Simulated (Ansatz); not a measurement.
Reaction (ligand exchange at the Al–O bond): `C=C([SiH3])[O][AlH][F]` + CH₃NH₂ → `C[NH][AlH][F]` + `C=C(O)[SiH3]`

Computed with Ansatz on PBE0-D4/def2-TZVP structures; ΔE is electronic, products minus reactants. CCSD(T)/CBS is the MP2 limit (def2-TZVPP, def2-QZVPP) plus CCSD(T) − MP2 in def2-TZVPP, frozen cores. Functionals use def2-TZVPP. B3LYP here is the variant with VWN-RPA as its local correlation; programs differ in this. Each species was taken in one conformer, which may not be the lowest.

`C=C([SiH3])[O][AlH][F]`:

```xyz
12

C     0.931   -0.460   -1.748
C     0.321   -0.163   -0.603
Si    0.765    1.368    0.391
O    -0.653   -0.972   -0.116
Al   -1.751   -1.190    1.136
F    -2.684   -2.537    1.052
H     0.668   -1.347   -2.315
H     1.708    0.186   -2.135
H     1.200    0.967    1.756
H    -0.439    2.232    0.542
H     1.848    2.115   -0.295
H    -1.914   -0.197    2.334
```

CH₃NH₂:

Z-matrix (Å, degrees):
```
C
N 1 1.453
H 1 1.092 2 109.4
H 1 1.100 2 115.4 3 -121.6
H 1 1.092 2 109.4 3 116.8
H 2 1.012 1 110.6 3 62.6
H 2 1.012 1 110.6 3 -179.3
```

`C[NH][AlH][F]`:

Cartesian coordinates in Å:
```
C -1.223 -0.037 -0.403
N 0.220 -0.058 -0.517
Al 1.392 0.078 0.787
F 2.995 0.026 0.392
H -1.682 -0.966 -0.760
H -1.513 0.082 0.645
H -1.673 0.794 -0.958
H 0.528 -0.165 -1.472
H 0.956 0.245 2.286
```

`C=C(O)[SiH3]`:

```xyz
10

C    -1.488    0.488    0.387
C    -0.487   -0.304    0.010
O    -0.748   -1.617   -0.273
Si    1.264    0.349   -0.137
H    -2.503    0.113    0.473
H    -1.305    1.528    0.616
H     0.056   -2.073   -0.531
H     2.167   -0.424    0.761
H     1.285    1.787    0.221
H     1.759    0.153   -1.528
```

```tsv
level	ΔE (kJ/mol)	difference from CCSD(T)/CBS
PBE-D4	35.4	-5.9
r2SCAN-D4	39.6	-1.7
PBE0-D4	38.6	-2.7
B3LYP-D4	43.9	2.6
ωB97X-V	40.9	-0.4
ωB97M-V	40.4	-0.9
B2PLYP	41.9	0.6
PBE	33.4	-7.9
r2SCAN	38.9	-2.4
PBE0	36.6	-4.7
B3LYP	40.7	-0.6
HF/def2-TZVPP	49.9	8.6
MP2/def2-TZVPP	42.0	0.7
SCS-MP2/def2-TZVPP	42.9	1.6
CCSD/def2-TZVPP	42.6	1.3
CCSD(T)/def2-TZVPP	41.4	0.1
HF/def2-QZVPP	50.4	9.1
MP2/def2-QZVPP	42.1	0.8
SCS-MP2/def2-QZVPP	42.9	1.6
HF/CBS(def2)	50.4	9.1
MP2/CBS(def2)	41.9	0.6
CCSD/CBS(def2)	42.5	1.2
CCSD(T)/CBS	41.3	0
```

Largest T1 diagnostic among the species: 0.013.

The D4 term adds +3.2 kJ/mol with B3LYP and +2.0 kJ/mol with PBE0; it sums over pairs of atoms, weighted by their polarisabilities, and B3LYP, whose exchange is more repulsive, gets the larger term. From PBE to PBE0 (25 % exact exchange), in def2-TZVPP and without D4, ΔE moves by +3.3 kJ/mol.
